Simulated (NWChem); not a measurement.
Molecule: CdSiH₃Br; SMILES [Br][Cd][SiH3]

```xyz
6

Cd     0.0000     0.0000    -0.4139
Br     0.0000     0.0000     2.0250
Si     0.0000     0.0000    -2.9081
H     -1.2034    -0.7162    -3.4316
H      1.2220    -0.6841    -3.4316
H     -0.0185     1.4003    -3.4316
```
Atoms are numbered in this order, from 1.

All runs: NWChem. Geometry: optimised at PBE0/def2-SVP (def2 core potentials past Kr).

Q: Estimate the computed values for PBE/3-21G, non-relativistic. Quantities: highest occupied level (eV); orbital gap (eV); dipole (D).

A: The highest occupied level (eV) comes out as -6.48 and the orbital gap (eV) is 4.70. The dipole (D) is 2.15.
